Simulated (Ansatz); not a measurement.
Cost and result up the ladder for B8N8H22, a nanocrystal cut from wurtzite BN (hydrogen-capped) (38 atoms). Charge 0, multiplicity 1. Geometry: PBE-D4/def2-SVP.

```xyz
38

B    -1.4343    1.7235   -1.9423
N    -1.8734    0.1939   -2.1837
N    -0.2612    1.6353   -0.8728
B    -0.7772    1.0314    0.4915
B    -1.0319   -0.8578   -1.3348
N    -1.1973   -0.4882    0.1866
N     0.3890    0.9690    1.5538
B    -0.1261    0.3830    2.9390
B    -0.3896   -1.5163    1.0636
N    -0.5949   -1.1170    2.5910
B     0.9543    0.8384   -1.4511
N     0.4846   -0.6649   -1.6656
N     2.0921    0.8076   -0.3388
B     1.6203    0.1559    1.0344
B     1.3503   -1.7163   -0.8329
N     1.1165   -1.3127    0.6938
H    -2.3863    2.3512   -1.4821
H    -1.0142    2.1937   -2.9992
H    -2.8729    0.0711   -1.9765
H    -1.7900   -0.0481   -3.1794
H     0.0067    2.6164   -0.7191
H    -1.7233    1.6815    0.9236
H    -1.4288   -1.9924   -1.5828
H    -2.1907   -0.6034    0.4210
H     0.6773    1.9290    1.7839
H    -1.0927    1.0270    3.3429
H     0.7958    0.3383    3.7531
H    -0.7664   -2.6714    0.8902
H    -1.5821   -1.2517    2.8444
H    -0.0889   -1.7936    3.1769
H     1.3979    1.3407   -2.4815
H     0.6372   -0.9172   -2.6489
H     2.4961    1.7417   -0.1905
H     2.8577    0.2184   -0.7057
H     2.5542    0.1558    1.8335
H     0.9621   -2.8616   -1.0434
H     2.5530   -1.6073   -1.1251
H     1.6769   -1.9830    1.2328
```

Ansatz on 2 threads of AMD EPYC 7R13 on a shared host and a share (18 GiB) of an NVIDIA H100 80GB HBM3. Times are rough, and most runs start from the orbitals of an earlier one. r2SCAN0-D4/def2-TZVP serves as the yardstick here, not as an exact answer. Differences are given only for rows in sets of like size (and for xTB, whose basis is part of the method), since another set adds its own error. Binding counts from free atoms at the same level (B doublet, N quartet, H doublet; other spins of the atoms weren't run), without zero-point energy or a counterpoise term.

B3LYP takes the VWN-RPA correlation. Correlated methods freeze 16 core orbitals. The rows differ in basis, and correlated rows in double-zeta sets carry the largest basis error. Single mean-field runs in def2-TZVP are fitted with def2-universal-jkfit.

Correlated methods converge slowly with the basis, most of all in double-zeta sets.

| level | functions | wall time | binding energy per atom (eV) | difference from r2SCAN0-D4/def2-TZVP (eV) |
| --- | --- | --- | --- | --- |
| HF/def2-TZVP | 628 | 6 s | 2.98 | -1.11 |
| PBE0-D4/def2-SVP | 334 | 7 s | 4.23 | – |
| PBE-D4/def2-TZVP | 628 | 7.5 s | 4.22 | 0.14 |
| r2SCAN0-D4/def2-TZVP | 628 | 8 s | 4.08 | 0.00 |
| B3LYP-D4/6-31G | 188 | 8 s | 4.06 | – |
| HF/6-31G | 188 | 8.5 s | 2.83 | – |
| PBE-D4/def2-SVP | 334 | 9.5 s | 4.29 | – |
| PBE0-D4/def2-TZVP (with forces) | 628 | 11 s | 4.16 | 0.08 |
| B97M-V/def2-TZVP | 628 | 11 s | 4.12 | 0.03 |
| r2SCAN-D4/def2-TZVP (with forces) | 628 | 13 s | 4.13 | 0.05 |
| MP2/def2-TZVP | 628 | 14 s | 4.04 | -0.04 |
| CCSD(T)/def2-SVP | 334 | 39 s | 3.94 | – |
